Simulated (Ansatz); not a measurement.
Two members of one family (Series GeH2MeX), computed with Ansatz in the gas phase; def2 core potentials for I, no spin–orbit coupling. The two geometries come from different levels. Binding counts from free atoms in the multiplicity of their measured ground term, without zero-point energy. A dash marks a value that wasn't run or was left out as unsound. The structures are stationary points that may keep the symmetry of their start. Remarks come from the PBE and PBE0 runs and from stability tests at other levels; not every state was tested. HOMO above LUMO (over both spins in singlets and doublets, within one spin in higher multiplets; at PBE or PBE0), or a gap under 0.15 eV within one spin, warns that the state may not be the lowest or that an electron is smeared out.

First: GeH2MeI (singlet, charge 0, PBE0-D4/def2-SVP geometry).

```xyz
8

Ge    0.868   -0.100   -0.071
H     1.706    1.190   -0.064
H     1.356   -1.051   -1.177
C    -1.038    0.256   -0.186
H    -1.262    0.782   -1.127
H    -1.356    0.880    0.660
H    -1.599   -0.690   -0.162
I     1.325   -1.266    2.128
```

```
              level  HOMO (eV)  LUMO (eV)  gap (eV)  vertical IE (eV)  binding per atom (eV)
   PBE-D4/def2-TZVP      -6.28      -1.61      4.66              9.35                   3.18
r2SCAN-D4/def2-TZVP      -6.57      -1.36      5.21              9.47                   3.18
   PBE0-D4/def2-SVP      -7.32      -0.62      6.70                 –                   3.17
  PBE0-D4/def2-TZVP      -7.41      -0.76      6.65              9.53                   3.16
 BHLYP-D4/def2-TZVP      -8.37       0.12      8.49                 –                   3.11
```

Remarks: gap within one spin near zero at PBE or PBE0 (+1 doublet).

Second: GeH2MeF (singlet, charge 0, r2SCAN-D4/def2-TZVP geometry).

| atom | x (Å) | y (Å) | z (Å) |
| --- | --- | --- | --- |
| Ge1 | -0.121 | 0.645 | -0.611 |
| H2 | -1.433 | 1.431 | -0.478 |
| H3 | 0.150 | 0.230 | -2.064 |
| C4 | 0.040 | -0.811 | 0.656 |
| H5 | -0.740 | -1.556 | 0.483 |
| H6 | -0.057 | -0.429 | 1.672 |
| H7 | 1.014 | -1.290 | 0.548 |
| F8 | 1.147 | 1.780 | -0.205 |

What does the change do? Estimate second minus first.


| level | Δ HOMO (eV) | Δ LUMO (eV) | Δ gap (eV) | Δ vertical IE (eV) | Δ binding per atom (eV) |
| --- | --- | --- | --- | --- | --- |
| PBE-D4/def2-TZVP | -1.38 | 1.11 | 2.49 | – | 0.30 |
| r2SCAN-D4/def2-TZVP | -1.43 | 1.24 | 2.67 | 1.69 | 0.29 |
| PBE0-D4/def2-SVP | -1.68 | 1.27 | 2.95 | – | 0.27 |
| PBE0-D4/def2-TZVP | -1.67 | 1.16 | 2.83 | 1.83 | 0.27 |
| BHLYP-D4/def2-TZVP | -1.99 | 1.12 | 3.12 | – | 0.26 |

Remarks: gap within one spin near zero at PBE or PBE0 (+1 doublet), HOMO above LUMO (+1 doublet).
